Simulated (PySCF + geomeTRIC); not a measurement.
Species: [Mo(Cl)4(NH2)2] (charge 0, multiplicity 1).

Question: Give a relaxed geometry from TPSS-D3(BJ)/def2-SVP in PySCF + geomeTRIC.

Answer: Several could match; the one computed here: the end point of this relaxation, one of several conformers.
Z-matrix (Å, degrees):
```
Mo
N 1 1.9503
H 2 1.0231 1 128.75
H 2 1.0234 3 111.53 1 179.69
N 1 1.9504 2 76.62 3 -0.41
H 5 1.0231 1 128.74 2 -0.13
H 5 1.0234 6 111.55 3 -179.72
Cl 1 2.3423 2 98.03 3 96.18
Cl 1 2.3432 2 98.21 3 -96.73
Cl 1 2.3529 2 159.08 3 -0.18
Cl 1 2.3529 2 82.50 3 179.83
```
